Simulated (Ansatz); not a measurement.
## Which is lower?

Two relaxed structures of CH5GeO (charge +1), singlet (PBE0-D4/def2-TZVP; forces vanish, vibrations not checked).

A:

C1  (-0.598, 0.408, -0.596)
O2  (-0.281, 0.649, 0.833)
Ge3  (0.537, -0.996, 0.028)
H4  (-1.664, 0.244, -0.709)
H5  (-0.184, 1.162, -1.258)
H6  (0.225, 1.462, 0.980)
H7  (-0.071, -2.162, 0.785)
H8  (2.036, -0.766, -0.063)
(Å)

B:

C1  (-0.917, 0.891, -0.792)
O2  (0.297, 0.470, -0.093)
Ge3  (0.680, -1.324, 0.638)
H4  (-1.567, 0.020, -0.828)
H5  (-0.645, 1.209, -1.796)
H6  (0.940, 1.187, -0.013)
H7  (-1.382, 1.694, -0.224)
H8  (2.071, -0.719, 1.104)
(Å)

Computed with Ansatz 0.2.0 (basis: def2-TZVPP); correlated methods freeze the cores. Filled d shells of the heavier atoms are correlated. The def2 sets are not built for correlating such inner shells, so the correlated values are less sure here. B3LYP uses VWN-RPA correlation.

(1) Which structure is lower at CCSD(T), and by how much? (To be estimated.)

No T1 diagnostic of these runs exceeds 0.013.

## Answers

(1) By the calculation: B, by 56.5 kJ/mol (electronic energy, against the other). By their contacts, A is CH₅GeO ([CH2]1[OH][GeH2]1), total charge +1 and B is CH₅GeO ([CH3][OH][GeH]), total charge +1.

All methods give the same order:

```csv
method,E(B) − E(A) (kJ/mol)
PBE-D4,-58.4
r2SCAN-D4,-46.6
PBE0-D4,-57.3
B3LYP-D4,-83.7
wB97M-V,-71.7
HF,-91.8
MP2,-46.8
CCSD,-62.7
CCSD(T),-56.5
```

Labels in which every atom is bracketed show which atoms are joined, not bond orders.

For scale, one of the runs: CCSD(T)/def2-TZVPP, 180 basis functions, launched by `ansatz run in.yaml --threads 2 --pin off --events-out ev --progress --plain --max-ram 4352MiB`. The run took 46 s on 2 CPU threads of an Arm Neoverse V2 (shared host), with 1.8 GiB of host memory at its peak.
